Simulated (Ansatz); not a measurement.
Li₄S, 5 atoms. Hardware: 4 threads of Arm Neoverse V2 on a shared host.

Correlated methods freeze 5 core orbitals; core or outer-core shells of Li are correlated, in sets that lack core-valence functions.

Question: How many basis functions does each of these Ansatz runs have, and roughly what does it cost? CCSD(T)/def2-TZVPP, charge 0 triplet, energy, from earlier orbitals; PBE0-D4/def2-TZVP, charge 0 unrestricted singlet, energy, from earlier orbitals; CCSD(T)/def2-TZVPP, charge 1 doublet at the geometry of the charge 0 singlet, energy, from earlier orbitals; B3LYP-D4/def2-TZVP, charge 0 quintet, relaxation, 13 steps; RPA@PBE/def2-TZVP, charge 0 triplet, energy, from earlier orbitals; r2SCAN-D4/def2-TZVP, charge 0 singlet, energy, from earlier orbitals; PBE0-D4/def2-TZVP, charge 0 singlet, energy, from earlier orbitals; PBE0-D4/def2-TZVP, charge 1 doublet at the geometry of the charge 0 singlet, energy; PBE0-D4/def2-SVP, charge 0 unrestricted singlet, energy with a search over starts; revPBE-D4/def2-TZVP, charge 0 quintet, energy, from earlier orbitals; r2SCAN0-D4/def2-TZVP, charge 0 quintet, energy, from earlier orbitals; PBE0-D4/def2-SVP, charge 0 singlet, energy, from earlier orbitals.

Answer: Other jobs shared the machine, so times can vary by a factor of up to 3. A dash marks memory too small to be measured apart from the calling script's.

```tsv
run	functions	fitting or Cholesky vectors	wall time	peak host memory (GiB)
PBE0-D4/def2-SVP, charge 0 singlet, energy, from earlier orbitals	54	674	0.45 s	–
PBE0-D4/def2-TZVP, charge 0 singlet, energy, from earlier orbitals	93	787	0.85 s	–
revPBE-D4/def2-TZVP, charge 0 quintet, energy, from earlier orbitals	93	777	1 s	–
PBE0-D4/def2-TZVP, charge 1 doublet at the geometry of the charge 0 singlet, energy	93	787	1.1 s	–
r2SCAN-D4/def2-TZVP, charge 0 singlet, energy, from earlier orbitals	93	777	1.2 s	–
RPA@PBE/def2-TZVP, charge 0 triplet, energy, from earlier orbitals	93	821	1.4 s	–
PBE0-D4/def2-SVP, charge 0 unrestricted singlet, energy with a search over starts	54	674	1.8 s	–
PBE0-D4/def2-TZVP, charge 0 unrestricted singlet, energy, from earlier orbitals	93	787	2.8 s	–
r2SCAN0-D4/def2-TZVP, charge 0 quintet, energy, from earlier orbitals	93	787	4.2 s	–
CCSD(T)/def2-TZVPP, charge 1 doublet at the geometry of the charge 0 singlet, energy, from earlier orbitals	118	827	11 s	1.1
CCSD(T)/def2-TZVPP, charge 0 triplet, energy, from earlier orbitals	118	827	12 s	1.1
B3LYP-D4/def2-TZVP, charge 0 quintet, relaxation, 13 steps	93	787	19 s	–
```
